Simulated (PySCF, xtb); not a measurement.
SiBrCl3, SMILES Cl[Si](Cl)(Cl)Br.

GFN2-xTB run with xtb 6.7.1 at its own geometry gives an orbital gap of 6.73 eV and a dipole moment of 4.87 D.

Geometry: PBE-D3(BJ)/def2-SVP.

Question: What does r2SCAN/def2-TZVP (PySCF) give? (Estimate from the structure and the level; the computed values follow.)

Answer: gap 6.17 eV (levels -8.12 and -1.96 eV), dipole 0.16 D.
